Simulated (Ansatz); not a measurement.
A run on C3H7Ga, SMILES `C=C[CH2][GaH2]` with other settings.

```yaml
crystal:
  periodic: [false, false, false]
  atoms:
    - {symbol: C, position_ang: [-0.803391, 1.615619, -0.221638]}
    - {symbol: C, position_ang: [-1.123290, -0.038034, -0.056894]}
    - {symbol: C, position_ang: [-0.235571, -1.175578, 1.068444]}
    - {symbol: Ga, position_ang: [1.645755, -0.618671, -0.531071]}
    - {symbol: H, position_ang: [-1.387560, 2.342238, -1.201904]}
    - {symbol: H, position_ang: [-0.050716, 2.287473, 0.684979]}
    - {symbol: H, position_ang: [-1.915737, -0.615247, -1.000654]}
    - {symbol: H, position_ang: [0.069852, -0.670056, 2.292592]}
    - {symbol: H, position_ang: [-0.727623, -2.436980, 1.120447]}
    - {symbol: H, position_ang: [1.673425, -1.421131, -2.309798]}
    - {symbol: H, position_ang: [2.936481, 0.659119, 0.181372]}
basis:
  gaussian: {orbitals: def2-mTZVP}
total_charge: 1
magnetization: {spin_polarized: false, initial_magnetization: 1}
hamiltonian: {xc: {name: RPBE}, dispersion: d3bjatm}
accuracy: high
output: {forces: true}
```

```sh
$ ansatz run in.yaml --threads 4 --pin off --events-out ev --progress --plain --max-ram 10444MiB
```

Shortened log:

```
Functional definition: RPBE
2468 factors; integrals over basis functions are off by at most 1.3e-8 eV
mean field evaluation 1: about -55548.8021 eV, gradient 9.9e1 eV
mean field evaluation 2: about -55548.7916 eV, gradient 9.9e1 eV
mean field evaluation 4: about -55578.6518 eV, gradient 4.2e1 eV
mean field evaluation 8: about -55584.6649 eV, gradient 6.3e0 eV
mean field evaluation 16: about -55584.7796 eV, gradient 1.4e-2 eV
mean field -55584.77958159 eV, -2042.7029729066 hartree, gradient 6.1e-8 eV, S^2 0.750000; 4 other end points of the search recorded, 0 dependent functions left out
reference -55584.77958644 eV, -2042.7029730849 hartree; 28, 27 occupied and 86, 87 virtual orbitals, 2468 factors
Total energy: -55586.00682336 eV, -2042.7480732099 hartree
Atom 0 at    -0.803391     1.615619    -0.221638 Å, force    -0.392990    -1.638504     0.562331 eV/Å
Atom 1 at    -1.123290    -0.038034    -0.056894 Å, force     1.127770     0.814411    -0.283016 eV/Å
Atom 2 at    -0.235571    -1.175578     1.068444 Å, force    -2.744988     1.383507     0.520389 eV/Å
Atom 3 at     1.645755    -0.618671    -0.531071 Å, force     0.684582     0.357011    -0.754896 eV/Å
Atom 4 at    -1.387560     2.342238    -1.201904 Å, force     1.693702    -2.427065     3.030595 eV/Å
Atom 5 at    -0.050716     2.287473     0.684979 Å, force    -2.269482    -2.220522    -2.760620 eV/Å
Atom 6 at    -1.915737    -0.615247    -1.000654 Å, force     2.508394     1.746159     2.727432 eV/Å
Atom 7 at     0.069852    -0.670056     2.292592 Å, force    -0.739842    -1.323745    -3.770755 eV/Å
Atom 8 at    -0.727623    -2.436980     1.120447 Å, force     1.486078     3.827091    -0.458555 eV/Å
Atom 9 at     1.673425    -1.421131    -2.309798 Å, force    -0.175548     0.549168     1.567704 eV/Å
Atom 10 at     2.936481     0.659119     0.181372 Å, force    -1.177675    -1.067510    -0.380606 eV/Å
Dipole moment:    -0.585133     0.225215     0.185314 e Å
```

It took 7.5 s on 4 threads of an Arm Neoverse V2 on a shared host, with 0.45 GiB of host memory at the peak.
